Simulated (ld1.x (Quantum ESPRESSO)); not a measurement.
Configuration tests for molybdenum (TM)

ld1.x (Quantum ESPRESSO) 7.5 input, shortened:

```
&input
   title='Mo', zed=42., rel=1, dft='PZ', iswitch=3,
   config='[Kr] 4d4 5s2 5p0'
 /
 &inputp
   pseudotype=2, tm=.true., lloc=2,
   nlcc=.true., rcore=1.25
 /
3
4S  1  0   2.00   0.00  1.20  1.20  0.0
4P  2  1   6.00   0.00  1.60  1.60  0.0
4D  3  2   4.00   0.00  1.70  1.70  0.0
 &test
   configts(1)='4s2 4p6 4d4 5s2 5p0'
 /
```

Occupied shells without a wave of their own: 5s. They enter only through the test configuration that unscreens the potential, and ld1.x also counts them in the model core charge.

Energies are relative to the spin-unpolarised reference configuration 4s2 4p6 4d4 5s2 5p0; without spin polarisation the order of configurations can differ from experiment. Spin-polarised rows fill each open shell by Hund’s rule, majority spin first.

ld1.x takes every shell without a wave as core, so the model core holds the 5s electrons as well and exchange and correlation see them twice. This cancels in the reference configuration, but the file is broken for other ones, and its errors say nothing about a proper core correction.

```tsv
valence configuration	charge	ΔE all-electron (eV)	error AE − PS (meV)
4s2 4p6 4d5 5s1 5p0	0	-0.139	+6.7
4s2 4p6 4d5 5s0 5p0	+1	7.047	-189
4s2 4p6 4d4 5s0 5p0	+2	22.750	-466
4s1 4p6 4d5 5s1 5p0	+1	70.167	-111
4s2 4p6 4d4 5s1 5p0	+1	8.123	-83
4s2 4p6 4d5.5 5s0.5 5p0	0	0.171	+0.8
4s2 4p6 4d6 5s0 5p0	0	0.683	-9.3
4s2 4p6 4d4 5s2 5p0 (spin-polarised)	0	-2.152	-6.3
4s2 4p6 4d5 5s1 5p0 (spin-polarised)	0	-4.062	-292
```
